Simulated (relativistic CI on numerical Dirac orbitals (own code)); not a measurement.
# d3 in a ligand field

Computed with a parametric ligand-field model of a d^n configuration (Racah B and C, spin-orbit zeta, crystal field), exact diagonalisation.

Field parameters in Wybourne normalisation: Oh B⁴₀ = 21Dq, B⁴₄ = √(5/14) B⁴₀. The field is a parameter set, without covalency.

**Question.** Lowest levels for B = 660, C = 2820, ζ = 510 cm⁻¹, Oh, 10Dq = 17400 cm⁻¹?

**Answer.** Γ8 0 (S 1.50), Γ8 13264 (S 0.53), Γ8 13840 (S 0.51), Γ6 13998 (S 0.52), Γ7 17204 (S 1.50), Γ8 17318 (S 1.49), Γ6 17598 (S 1.49), Γ8 17611 (S 1.48), Γ8 20276 (S 0.53) cm⁻¹, with S from ⟨S²⟩ = S(S + 1). The ground level has 0.00 electrons in the cubic e pair.

**Question.** Lowest levels for B = 570, C = 2750, ζ = 870 cm⁻¹, Oh, 10Dq = 27350 cm⁻¹?

**Answer.** Γ8 0 (S 1.50), Γ8 12674 (S 0.51), Γ8 13011 (S 0.50), Γ6 13244 (S 0.50), Γ8 20221 (S 0.52), Γ7 20416 (S 0.51), Γ7 27070 (S 1.50), Γ8 27299 (S 1.49), Γ8 27609 (S 1.49) cm⁻¹, with S from ⟨S²⟩ = S(S + 1). The ground level has 0.00 electrons in the cubic e pair.

**Question.** Lowest levels for B = 530, C = 2320, ζ = 530 cm⁻¹, Oh, 10Dq = 15650 cm⁻¹?

**Answer.** Γ8 0 (S 1.50), Γ8 10857 (S 0.52), Γ8 11291 (S 0.51), Γ6 11456 (S 0.51), Γ7 15434 (S 1.48), Γ8 15514 (S 1.45), Γ8 15854 (S 1.49), Γ6 15856 (S 1.49), Γ8 16846 (S 0.61) cm⁻¹, with S from ⟨S²⟩ = S(S + 1). The ground level has 0.00 electrons in the cubic e pair.

**Question.** Lowest levels for B = 300, C = 1530, ζ = 820 cm⁻¹, Oh, 10Dq = 30950 cm⁻¹?

**Answer.** Γ8 0 (S 1.50), Γ8 7032 (S 0.50), Γ8 7164 (S 0.50), Γ6 7325 (S 0.50), Γ7 11760 (S 0.50), Γ8 11835 (S 0.51), Γ7 30676 (S 1.50), Γ8 30857 (S 1.50), Γ8 31139 (S 1.49) cm⁻¹, with S from ⟨S²⟩ = S(S + 1). The ground level has 0.00 electrons in the cubic e pair.

**Question.** Lowest levels for B = 600, C = 3080, ζ = 3000 cm⁻¹, Oh, 10Dq = 23800 cm⁻¹?

**Answer.** Γ8 0 (S 1.47), Γ8 12619 (S 0.65), Γ8 13906 (S 0.55), Γ6 14852 (S 0.56), Γ7 21672 (S 1.02), Γ8 22359 (S 1.05), Γ7 24407 (S 1.23), Γ8 25003 (S 1.40), Γ8 25683 (S 1.16) cm⁻¹, with S from ⟨S²⟩ = S(S + 1). The ground level has 0.04 electrons in the cubic e pair.
